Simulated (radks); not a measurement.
Values are calculated unless marked as measured or tabulated.
All-electron atom: Sr4+ in [Ar] 3d10 4s2 4p4. Code: a radial shooting solver on a logarithmic mesh with Libxc functionals. Model: scalar-relativistic Kohn-Sham, PBEsol, spin-polarised, spherical densities, finite nucleus; open shells are filled with parallel spins first (spin-orbit coupling, left out, can overturn this in heavy ions); Fermi nuclear charge, rms radius 4.224 fm. Some entries of the table are withheld. Estimate them.

orbital  occ.  eigenvalue (hartree)  <r^2> (bohr^2)
1s up       1             -587.0752        0.002069
1s down     1             -587.0657        0.002069
2s up       1             -81.03210         0.03511
2s down     1             -81.02627         0.03510
2p up       3             -72.22237         0.02767
2p down     3             -72.21328         0.02767
3s up       1             -14.00433          0.2780
3s down     1             -13.99294          0.2777
3p up       3                   (1)          0.2899
3p down     3                   (2)          0.2894
3d up       5              -6.45986          0.3010
3d down     5              -6.44494          0.2993
4s up       1              -3.13122           1.898
4s down     1              -3.04071           1.903
4p up       3              -2.41385           2.346
4p down     1              -2.32410           2.375

Answer. 
(1) 3p up eigenvalue (hartree): -11.16043
(2) 3p down eigenvalue (hartree): -11.14752
